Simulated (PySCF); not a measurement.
CH7ClGeSi, SMILES Cl[SiH2][CH2][GeH3].

Geometry: PBE-D3(BJ)/def2-SVP. The structure was generated by enumeration, and PubChem lists no compound with its InChIKey, so it may never have been made. One conformer was computed; it need not be the lowest.

The numbers are results of PBE-D3(BJ)/def2-SVP in PySCF, not measurements.

Frequencies are harmonic and unscaled.

Computed normal modes with their intensities:
| mode | ν (cm⁻¹) | IR (km/mol) | moving atoms (share of kinetic energy) |
|---|---|---|---|
| 1 | 52 | 0.4 | Cl 40 %, H 26 %, Ge 20 % |
| 2 | 104 | 0.2 | H 83 %, Cl 10 % |
| 3 | 110 | 0.2 | H 31 %, C 20 %, Si 19 %, Ge 16 %, Cl 13 % |
| 4 | 222 | 2.6 | Si 37 %, H 24 %, C 17 %, Cl 14 %, Ge 8 % |
| 5 | 452 | 4.2 | H 83 % |
| 6 | 476 | 13.3 | H 43 %, C 25 %, Si 14 %, Cl 10 %, Ge 9 % |
| 7 | 507 | 3.1 | H 84 %, Si 9 % |
| 8 | 523 | 21.5 | Si 36 %, Cl 33 %, H 29 % |
| 9 | 617 | 42.2 | H 56 %, C 31 % |
| 10 | 658 | 21.5 | H 85 %, C 8 % |
| 11 | 707 | 57.0 | H 54 %, C 32 %, Si 11 % |
| 12 | 751 | 94.8 | H 58 %, C 30 %, Si 11 % |
| 13 | 804 | 142.6 | H 92 % |
| 14 | 849 | 193.1 | H 89 % |
| 15 | 857 | 23.1 | H 95 % |
| 16 | 862 | 31.8 | H 95 % |
| 17 | 919 | 83.7 | H 96 % |
| 18 | 983 | 20.2 | H 95 % |
| 19 | 1027 | 37.3 | H 66 %, C 33 % |
| 20 | 1326 | 6.0 | H 92 % |
| 21 | 2077 | 104.9 | H 99 % |
| 22 | 2088 | 96.2 | H 99 % |
| 23 | 2109 | 84.8 | H 99 % |
| 24 | 2169 | 112.9 | H 98 % |
| 25 | 2178 | 105.3 | H 96 % |
| 26 | 2993 | 0.8 | H 95 % |
| 27 | 3063 | 0.0 | H 91 %, C 9 % |
